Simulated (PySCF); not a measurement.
Assigning NMR signals

Atom-mapped SMILES (the numbers label the heavy atoms): `[SiH3:1][O:2][C@@H:3]1[CH2:4][C@:5]2([Cl:6])[CH2:7][C@H:8]1[CH2:9]2`; H(Xn) means a hydrogen on atom n. Ha(C7), Ha(C9) are cis to C3 on the ring; Ha(C4) is cis to O2 on the ring; Hb(C7), Hb(C9) are trans to C3 on the ring; Hb(C4) is trans to O2 on the ring.

PySCF calculation with PBE0-D3(BJ)/def2-SVP geometry and shieldings: GIAO PBE/pcSseg-1; single conformer, fast rotation and ring inversion assumed for equivalent nuclei, in vacuum, relativity neglected.

δ = σ(ref) − σ, references computed at the same level: 13C (σref 180.03), 1H (σref 31.20) against TMS.

**Question.** Assign these signals to the numbered atoms. 13C{1H} NMR (computed): δ 82.5 (CH), 69.3 (C), 51.7 (CH2), 50.1 (CH2), 46.3 (CH2), 40.6 (CH).

**Answer.** 
```tsv
δ (ppm)	atoms	environment	reason
82.5	C3	sp3 CH bonded to O	deshielded by the electronegative neighbour
69.3	C5	fully substituted sp3 carbon bonded to Cl	pulled downfield by the heteroatom
51.7	C9	sp3 CH2 in a ring	saturated and bonded to C and H only
50.1	C4	sp3 CH2 in a ring	–
46.3	C7	sp3 CH2 in a ring	–
40.6	C8	sp3 CH in a ring	saturated and bonded to C and H only
```

C9 and C4 lie closer than the usual error of such a calculation, so a measured spectrum could show them in the other order.

**Question.** Assign these signals to the numbered atoms. 1H NMR (500 MHz, computed): δ 4.97 (s, 3H), 4.26 (m, 1H), 2.34 (m, 1H), 2.12 (m, 1H), 2.06 (m, 1H), 1.75 (m, 1H), 1.72 (m, 1H), 1.58 (m, 1H), 1.41 (m, 1H).

**Answer.** 
4.97 → H(Si1), hydrogen on a silicon bonded to O
4.26 → H(C3), hydrogen on an sp3 CH bonded to O: its carbon carries O, an electronegative neighbour
2.34 → H(C8), hydrogen on an sp3 CH in a ring
2.12 → Hb(C4), hydrogen on an sp3 CH2 in a ring
2.06 → Ha(C7), hydrogen on an sp3 CH2 in a ring
1.75 → Hb(C9), hydrogen on an sp3 CH2 in a ring
1.72 → Ha(C4), hydrogen on an sp3 CH2 in a ring
1.58 → Hb(C7), hydrogen on an sp3 CH2 in a ring
1.41 → Ha(C9), hydrogen on an sp3 CH2 in a ring

Hb(C4) and Ha(C7); Hb(C9) and Ha(C4) lie closer than the usual error of such a calculation, so a measured spectrum could show them in the other order.

Carbons that carry Cl, above all several Cl atoms, come out too deshielded, partly because spin–orbit coupling is missing. Shifts are as computed. Against solution values, carbons near 30 ppm lie about +2 ppm off and those near 130 ppm about +2 ppm. Of 1309 compounds with measured shifts, 239 miss one by over three times the rms of a fit or turn the order of signals round; such compounds aren't used in these exercises. No couplings were computed; multiplicities are counted from neighbouring protons, with m where these are inequivalent, close in shift, in a saturated or five-membered ring or joined by F or P, and br s for small geminal =CH2 splittings.
